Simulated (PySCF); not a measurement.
Structure from NMR data

The spectra below were simulated for a compound C4H14N2Si2.

1H NMR (500 MHz, computed): δ 3.25 (s, 3H), 0.98 (s, 3H), 0.49 (m, 2H), 0.15 (br s, 4H), 0.11 (m, 2H).

13C{1H} NMR (computed): δ 24.0, 11.7 (2C), 10.7.

Single conformer, no relativistic terms, one averaged value for each set of equivalent atoms, gas phase. Shieldings: GIAO PBE0/pcSseg-1; geometry: GFN2-xTB; PySCF.

Scale: 1H (σref 31.72) and 13C (σref 186.93) vs TMS (reference shieldings calculated alike).

Q: Propose a structure and justify it.

A: 
The formula gives 1 degree of unsaturation (1 ring in the answer). 3 carbon signals for 4 carbons: some carbons are equivalent by symmetry or fast rotation. Carbon types of the structure: 1 × C, 2 × CH2, 1 × CH3, leaving 7 H on heteroatoms. δC 24.0: methyl carbon; saturated and bonded to C and H only. δC 11.7, 10.7: three-membered-ring carbon; carbons of three-membered rings are unusually shielded. δH 3.25: hydrogen on a silicon bonded to Si. δH 0.98: hydrogen on a methyl carbon. δH 0.49, 0.11: hydrogen on a three-membered-ring carbon; cyclopropane-type protons are shielded by the ring. δH 0.15: hydrogen on a nitrogen bonded to Si; exchangeable; this is the value without hydrogen bonding to other molecules.

These data were computed for `CC1([Si](N)(N)[SiH3])CC1`.

The data come from this structure; uniqueness wasn't tested.

Exchangeable OH/NH protons stand at their gas-phase positions; hydrogen bonding in a real sample shifts them, mostly to higher δ. Shifts are as computed. Against solution values, carbons near 30 ppm lie about +3 ppm off and those near 130 ppm about +5 ppm. Of 1211 compounds with measured shifts, 218 miss one by over three times the rms of a fit or turn the order of signals round; such compounds aren't used in these exercises. No couplings were computed; multiplicities are counted from neighbouring protons, with m where these are inequivalent, close in shift, in a saturated or five-membered ring or joined by F or P, and br s for small geminal =CH2 splittings.
